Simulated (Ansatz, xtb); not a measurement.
## CHB3: 6 structures ranked

6 gas-phase structures of CHB3, found in a search over its isomers (lower ones may exist). Each was relaxed with GFN2-xTB:

A. `[B+]1B2C=[B-]12`, a singlet
B. the triplet with the links of `B1=[B-]2[B+][C@H]12`
C. `B1=C2BB12`, a singlet
D. `[B]C1=BB1`, a triplet
E. a singlet given by its coordinates
F. `[B]C1=BB1`, a singlet

E (Å):

```xyz
5

C    -0.7069   -0.1674   -2.6644
B    -0.1745    0.2663   -1.0593
B    -1.6526    0.3656   -1.7585
B     0.6521   -0.3634   -2.3262
H     0.1810    0.5552    0.0127
```

Close contacts (Å): C1–B2 1.75, C1–B3 1.41, C1–B4 1.41, B2–B3 1.64, B2–B4 1.64, B2–H5 1.17.

**Question.** Estimate their order in r2SCAN-D4/def2-SVP energy at these geometries, lowest first.

**Answer.** Calculated order at r2SCAN-D4/def2-SVP: C (0.0), A (72.8), E (85.0), B (116.4), D (129.1), F (152.6) kJ/mol.

Energies above the lowest of each column, in kJ/mol; the last columns are at B3LYP/6-31G* geometries and were run for some of them only (a dash: not run or not comparable):

```
structure  GFN2-xTB  HF/STO-3G  r2SCAN-D4/def2-SVP  B3LYP/6-31G*
        C       0.0       21.7                 0.0           0.0
        A     106.0      178.3                72.8          73.0
        E      44.9      168.4                85.0             –
        B         –        0.0               116.4             –
        D         –        4.6               129.1             –
        F      82.1       97.7               152.6             –
```

B3LYP/6-31G* puts C lowest of those it was run on; HF/STO-3G picks B. Frequencies (B3LYP/6-31G*) were run for C alone. GFN2-xTB has no spin polarisation and isn't compared across spin states. Open shells are spin-unrestricted.

Over these structures GFN2-xTB departs from r2SCAN-D4/def2-SVP by 36.0 kJ/mol on average once a common shift is removed. A GFN2-xTB relaxation took about 0.037 s and the r2SCAN-D4/def2-SVP energy about 1 s on a shared host (Ansatz 0.2.0, xtb 6.7.1 (Pople sets with spherical d functions)).
